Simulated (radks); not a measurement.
All-electron atom: Cu in [Ar] 3d10 5d1 (not the ground configuration). Method: non-relativistic Kohn-Sham, PBEsol, spin-unpolarised, spherical densities, point nucleus; computed with a radial shooting solver on a logarithmic mesh with Libxc functionals.

Unscreened Slater integrals over Kohn-Sham orbitals (hartree).

\begin{tabular}{lr}
integral & value \\ \hline
F0(5d,5d) & 0.045234 \\
F2(5d,5d) & 0.023636 \\
F4(5d,5d) & 0.016607 \\
F0(5d,3d) & 0.067562 \\
F2(5d,3d) & 0.0025245 \\
F4(5d,3d) & 0.00090351 \\
G0(5d,3d) & 0.0012153 \\
G2(5d,3d) & 0.00098289 \\
G4(5d,3d) & 0.00066350 \\
F0(5d,3p) & 0.067836 \\
F2(5d,3p) & 0.0018938 \\
G1(5d,3p) & 0.0012588 \\
G3(5d,3p) & 0.00080896 \\
F0(5d,3s) & 0.067882 \\
G2(5d,3s) & 0.0010123 \\
F0(3d,3d) & 0.94402 \\
F2(3d,3d) & 0.41896 \\
F4(3d,3d) & 0.25749 \\
F0(3d,3p) & 1.0539 \\
F2(3d,3p) & 0.48357 \\
G1(3d,3p) & 0.59750 \\
G3(3d,3p) & 0.35899 \\
F0(3d,3s) & 1.0722 \\
G2(3d,3s) & 0.44801 \\
F0(3p,3p) & 1.1978 \\
F2(3p,3p) & 0.59611 \\
F0(3p,3s) & 1.2206 \\
G1(3p,3s) & 0.80604 \\
F0(3s,3s) & 1.2454 \\
\end{tabular}

Derived for the open shells (J is the average intra-shell exchange parameter used in DFT+U). 5d: Racah B = F2/49 - 5 F4/441 = 0.0002941 hartree, C = 35 F4/441 = 0.001318 hartree, C/B = 4.48, F4/F2 = 0.703, J = (F2 + F4)/14 = 0.002875 hartree.
